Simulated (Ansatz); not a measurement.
Calculated with Ansatz (gas phase, PBE0-D4/def2-TZVP geometries, no zero-point term in ΔE). CCSD(T)/CBS adds triple-zeta CCSD(T) − MP2 to the extrapolated MP2 energy (def2 sets, frozen cores). DFT in def2-TZVPP. Each species was taken in one conformer, which may not be the lowest.

`N=C(CN)CF` + `N=C[SiH3]` → `NC/N=C/[SiH3]` + `N=CCF`  (substitution at a C–C bond)

| level | ΔE (kcal/mol) |
| --- | --- |
| r2SCAN-D4 | 6.2 |
| CCSD/def2-TZVPP | 6.7 |
| CCSD(T)/def2-TZVPP | 6.7 |
| SCS-MP2/def2-QZVPP | 6.2 |

What does CCSD(T)/CBS give? (Best estimate.)

Computed: +6.7 kcal/mol. The listed levels differ from it by -0.5, 0.0, 0.0, -0.5 kcal/mol.

Largest T1 diagnostic among the species: 0.012.

In def2-TZVPP, CCSD(T) changes the Hartree–Fock value by +1.3 kcal/mol (the triples alone add +0.1 kcal/mol) and MP2 by +1.4 kcal/mol.
